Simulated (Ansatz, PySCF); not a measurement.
This PySCF input computes a BLYP/def2-TZVPD energy:

```python
from pyscf import gto, scf, dft

mol = gto.M(
    atom='''
    C     1.04026750   -0.37593961   -0.01423724
    N    -0.11684659    0.48974460    0.19151581
    C    -1.24598269   -0.02303043   -0.18381086
    H     1.77800493    0.11733555   -0.66719488
    H     1.55320242   -0.56566915    0.94223077
    H     0.76036857   -1.34627438   -0.46512181
    H    -2.03935871    0.76021600    0.03776388
    ''',
    basis='def2-tzvpd',
    charge=-1,
    spin=0,
    verbose=4,
)

mf = dft.RKS(mol, xc='blyp').density_fit(auxbasis='def2-universal-jkfit')
mf.grids.level = 3
mf.conv_tol = 1e-9
mf.max_cycle = 100
mf.max_memory = 1500
mf.kernel()
if not mf.converged:
    mf = mf.newton()
    mf.kernel(mf.make_rdm1())
mf.analyze()
```

### Question
Write an input for the same energy in Ansatz (a first-principles code) and say what it gives.

### Answer

Ansatz 0.2 input:
```yaml
crystal:
  periodic: [false, false, false]
  atoms:
    - {symbol: C, position_ang: [1.04026750, -0.37593961, -0.01423724]}
    - {symbol: N, position_ang: [-0.11684659, 0.48974460, 0.19151581]}
    - {symbol: C, position_ang: [-1.24598269, -0.02303043, -0.18381086]}
    - {symbol: H, position_ang: [1.77800493, 0.11733555, -0.66719488]}
    - {symbol: H, position_ang: [1.55320242, -0.56566915, 0.94223077]}
    - {symbol: H, position_ang: [0.76036857, -1.34627438, -0.46512181]}
    - {symbol: H, position_ang: [-2.03935871, 0.76021600, 0.03776388]}
basis:
  gaussian:
    orbitals: def2-TZVPD
hamiltonian:
  xc: {name: BLYP}
total_charge: -1
output: {forces: true}
```
It gives -133.29556 Eh, and PySCF -133.29566 Eh, a difference of 0.10 mEh, from the treatment of integrals and grids.

It need not be the lowest isomer of its formula. Whether it binds its extra electron was not tested at this geometry.
